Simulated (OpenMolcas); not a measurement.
S: effect of the basis set

* Program: OpenMolcas
* Method: SS-CASPT2, IPEA 0.25 Eh, imaginary shift 0.1 Eh (closed shells correlated: 2s 2p)
* Active space: 6 electrons in 8 orbitals (3s 3p 4s 4p)
* State averaging: 2S+1 = 3 even, 3 roots; 2S+1 = 1 even, 6 roots; 2S+1 = 3 odd, 3 roots (0 in the spin-orbit step)
* Spin-orbit coupling: state interaction with AMFI integrals over the reference wave functions, term energies averaged over their components

A. ANO-RCC-VTZP [5s4p2d1f], DKH2, point nucleus; CASPT2 step about 5 core-seconds
B. ANO-RCC-VQZP [6s5p3d2f1g], DKH2, point nucleus; CASPT2 step about 5 core-seconds
C. ANO-RCC [8s7p5d4f2g], DKH2, point nucleus; CASPT2 step of the order of 12 core-seconds

Energies in cm-1 above 3s2 3p4 3P2, the measured ground level; measured values from NIST Handbook of Basic Atomic Spectroscopic Data.

```json
{"Level": "3s2 3p4 3P2", "A": "0.0", "B": "0.0", "C": "0.0", "Measured": "0.0"}
{"Level": "3s2 3p4 3P1", "A": "355", "B": "361", "C": "359", "Measured": "396"}
{"Level": "3s2 3p4 3P0", "A": "517", "B": "525", "C": "523", "Measured": "574"}
{"Level": "3s2 3p4 1D2", "A": "9930", "B": "9540", "C": "9470", "Measured": "9239"}
{"Level": "3s2 3p4 1S0", "A": "22720", "B": "22310", "C": "22390", "Measured": "22180"}
```

Deviations, from unrounded energies. A percentage is the sum of absolute deviations over the sum of measured energies, with the sign that they share, or ± where signs differ.

| Against measurement | Levels | A | B | C |
| --- | --- | --- | --- | --- |
| mean absolute deviation (cm-1) | 4 | 330 | 130 | 130 |
| fine structure of the ground term (%) | 2 | -10.1 | -8.7 | -9.0 |
| other terms of the ground configuration (%) | 2 | +3.9 | +1.4 | +1.4 |

B, C lie about equally close to measurement and A furthest from it. The largest miss of B in the table is 3s2 3p4 1D2, by +310 cm-1. The ranking rests on the paired levels alone, and a cruder setting can come out closer through cancelling errors.

The two smallest mean deviations differ by little beside CASPT2's spread within terms, so their order carries little weight.

Among A to C the level of the table that moves most is 3s2 3p4 1D2, by 460 cm-1 (lowest in C, highest in A). Moves below CASPT2's spread within the term are not significant.

CASPT2 breaks the degeneracy within a term, and the mean is taken; among the terms shown or strongly mixed into the levels shown the widest spread is 67 cm-1 (3s2 3p4 1D, C). Active for correlation alone: 4p 4s; no level in the range computed is led by a configuration that fills them, so any true level of that kind is missing. No level of 3s 3p5 was computed, though it lies in the active space. Measured partners are found by configuration, term and J. A level has none where our copy of the source lacks it or the pairing is in doubt (some pairs that miss far off the trend of their configuration count as doubtful), and it then counts in no deviation. Only configurations of the active space appear.
